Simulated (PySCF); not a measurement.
The numbers below are computed, except where a source is named.
# C2H6ClO2Si

C2H6ClO2Si is a small molecule (built as: Si site whose three back bonds go to OH, Cl, OCH3; end group CH2), neutral, doublet. The structure, one conformer, was relaxed in the gas phase by PBE0-D3(BJ)/def2-SVP. No frequency run checks that it is a minimum.

SMILES: [CH2][Si](O)(Cl)OC

```csv
atom,x (Å),y (Å),z (Å)
Si1,-0.499,-0.623,-0.231
O2,-0.499,-2.228,-0.578
Cl3,-1.524,0.446,-1.694
O4,1.054,-0.078,-0.281
C5,1.501,1.249,-0.337
C6,-1.336,-0.398,1.376
H7,-0.036,-2.495,-1.379
H8,1.391,1.755,0.638
H9,2.568,1.251,-0.603
H10,0.950,1.833,-1.095
H11,-1.386,0.570,1.884
H12,-1.848,-1.225,1.880
```

EPR values by unrestricted B3LYP, IGLO-III on C Cl O Si, pcH-1 on H.

(1) Predict g and the largest hyperfine couplings. Where does the spin sit?

(2) How do the isotropic couplings move with BHandHLYP?

Answers

(1) g = 2.0019, 2.0026, 2.0030. The spin sits on C6 (104 %, bonded to 1 Si + 2 H) by Mulliken populations.
| atom | isotope | isotropic (MHz) | dipolar, principal values (MHz) |
| --- | --- | --- | --- |
| C6 | 13C | 73.8 | -75.2, -75.1, 150.3 |
| H12 | 1H | -58.8 | -36.3, -1.2, 37.5 |
| H11 | 1H | -58.3 | -36.3, -1.3, 37.7 |
| Si1 | 29Si | 54.8 | -4.3, 1.0, 3.2 |
| Cl3 | 35Cl | 7.3 | -6.6, -6.1, 12.6 |
| O4 | 17O | -6.1 | -6.0, 2.9, 3.1 |

(2) C6 73.8 to 94.8 MHz, H12 -58.8 to -68.2 MHz, H11 -58.3 to -67.3 MHz, Si1 54.8 to 63.7 MHz.

The 2 runs behind this took 2.7 min in all, one thread each of Arm Neoverse V2 on a shared host, launched as `OMP_NUM_THREADS=1 python cluster_run.py task.json out`.
